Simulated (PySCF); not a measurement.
C₂H₂F₃O₂ (SMILES O=C([OH2+])C(F)(F)F), charge +1, singlet, at a GFN2-xTB geometry; M062X/3-21G run with PySCF.

Input for PySCF:
```python
from pyscf import gto, scf, dft

mol = gto.M(
    atom='''
O     1.143908   -0.508028    1.525917
C     0.761351   -0.215173    0.480819
O     1.779577    0.010549   -0.623972
C    -0.663184    0.098301   -0.097993
F    -0.926334    1.377105    0.076635
F    -0.649952   -0.162145   -1.410060
F    -1.556010   -0.650249    0.495057
H     2.703004   -0.268661   -0.400639
H     1.510780   -0.132673   -1.566562
''',
    basis='3-21g',
    charge=1,
    spin=0,
    verbose=4,
)

mf = dft.RKS(mol)
mf.xc = 'm062x'
mf.kernel()
```

It wrote (shortened):

```
PySCF version 2.14.0

[INPUT] verbose = 4
[INPUT] num. atoms = 9
[INPUT] num. electrons = 56
[INPUT] charge = 1
[INPUT] spin (= nelec alpha-beta = 2S) = 0
[INPUT] symmetry False subgroup None
[INPUT] Mole.unit = angstrom
[INPUT] Symbol           X                Y                Z      unit          X                Y                Z       unit  Magmom
[INPUT]  1 O      1.143908000000  -0.508028000000   1.525917000000 AA    2.161672831699  -0.960033783611   2.883565218818 Bohr   0.0
[INPUT]  2 C      0.761351000000  -0.215173000000   0.480819000000 AA    1.438744874664  -0.406618039401   0.908616225487 Bohr   0.0
[INPUT]  3 O      1.779577000000   0.010549000000  -0.623972000000 AA    3.362913147575   0.019934720888  -1.179136189397 Bohr   0.0
[INPUT]  4 C     -0.663184000000   0.098301000000  -0.097993000000 AA   -1.253236130194   0.185761967771  -0.185179932125 Bohr   0.0
[INPUT]  5 F     -0.926334000000   1.377105000000   0.076635000000 AA   -1.750517559873   2.602351294769   0.144819161556 Bohr   0.0
[INPUT]  6 F     -0.649952000000  -0.162145000000  -1.410060000000 AA   -1.228231274113  -0.306409642468  -2.664627219204 Bohr   0.0
[INPUT]  7 F     -1.556010000000  -0.650249000000   0.495057000000 AA   -2.940432747084  -1.228792522772   0.935522146049 Bohr   0.0
[INPUT]  8 H      2.703004000000  -0.268661000000  -0.400639000000 AA    5.107937273604  -0.507695710352  -0.757097984820 Bohr   0.0
[INPUT]  9 H      1.510780000000  -0.132673000000  -1.566562000000 AA    2.854960434470  -0.250715634124  -2.960373137151 Bohr   0.0

nuclear repulsion = 346.29023949466
number of shells = 39
number of NR pGTOs = 111
number of NR cGTOs = 67
basis = 3-21g
ecp = {}

******** <class 'pyscf.dft.rks.RKS'> ********
method = RKS
initial guess = minao
damping factor = 0
level_shift factor = 0
DIIS = <class 'pyscf.scf.diis.CDIIS'>
diis_start_cycle = 1
diis_space = 8
diis_damp = 0
SCF conv_tol = 1e-09
SCF conv_tol_grad = None
SCF max_cycles = 50
direct_scf = True
direct_scf_tol = 1e-13
XC library pyscf.dft.libxc version 7.1.2
    S. Lehtola, C. Steigemann, M. J. T. Oliveira, and M. A. L. Marques,  SoftwareX 7, 1–5 (2018)
XC functionals = m062x
    Y. Zhao and D. G. Truhlar,  Theor. Chem. Acc. 120, 215 (2008)
    Y. Zhao and D. G. Truhlar,  Theor. Chem. Acc. 120, 215 (2008)
radial grids:
    Treutler-Ahlrichs [JCP 102, 346 (1995); DOI:10.1063/1.469408] (M4) radial grids

becke partition: Becke, JCP 88, 2547 (1988); DOI:10.1063/1.454033
pruning grids: <function nwchem_prune>
grids dens level: 3
symmetrized grids: False
atomic radii adjust function: <function treutler_atomic_radii_adjust>
small_rho_cutoff = 0
Set gradient conv threshold to 3.16228e-05
Initial guess from minao.
tot grids = 118808
init E= -525.436951143661
  HOMO = -0.368800360674681  LUMO = -0.0491310366396824  gap/eV = 8.69865
cycle= 1 E= -523.607345438288  delta_E= 1.83  |g|= 1.19  |ddm|= 3.08
  HOMO = -0.609301462370285  LUMO = -0.308209738690461  gap/eV = 8.19312
cycle= 2 E= -523.192146170343  delta_E= 0.415  |g|= 2.07  |ddm|= 2.48
  HOMO = -0.670816106160607  LUMO = -0.279812392999318  gap/eV = 10.63975
cycle= 3 E= -523.936351905201  delta_E= -0.744  |g|= 0.246  |ddm|=  1.5
  HOMO = -0.653587760672602  LUMO = -0.25428078592221  gap/eV = 10.86570
cycle= 4 E= -523.946076055171  delta_E= -0.00972  |g|= 0.0935  |ddm|= 0.207
  HOMO = -0.653569100767646  LUMO = -0.247168462359898  gap/eV = 11.05872
cycle= 5 E= -523.94758031127  delta_E= -0.0015  |g|= 0.0132  |ddm|= 0.0688
  HOMO = -0.655360361638341  LUMO = -0.247463245920619  gap/eV = 11.09945
cycle= 6 E= -523.947624130951  delta_E= -4.38e-05  |g|= 0.00404  |ddm|= 0.0152
  HOMO = -0.655426927016814  LUMO = -0.247665291743578  gap/eV = 11.09576
cycle= 7 E= -523.947629701509  delta_E= -5.57e-06  |g|= 0.00187  |ddm|= 0.00695
  HOMO = -0.655425447086574  LUMO = -0.247561058215784  gap/eV = 11.09856
cycle= 8 E= -523.947630454299  delta_E= -7.53e-07  |g|= 0.000296  |ddm|= 0.00177
  HOMO = -0.655402239927874  LUMO = -0.247487863702301  gap/eV = 11.09992
cycle= 9 E= -523.947630491424  delta_E= -3.71e-08  |g|= 0.000107  |ddm|= 0.000566
  HOMO = -0.655422584595797  LUMO = -0.247514727687574  gap/eV = 11.09974
cycle= 10 E= -523.947630495306  delta_E= -3.88e-09  |g|= 2.02e-05  |ddm|= 0.000155
  HOMO = -0.655422257647914  LUMO = -0.247511236049882  gap/eV = 11.09982
cycle= 11 E= -523.947630495583  delta_E= -2.77e-10  |g|= 1.11e-05  |ddm|= 5.87e-05
  HOMO = -0.655421858129597  LUMO = -0.247511290870274  gap/eV = 11.09981
Extra cycle  E= -523.947630495576  delta_E= 7.39e-12  |g|= 1.47e-05  |ddm|= 1.88e-05
converged SCF energy = -523.947630495576
```
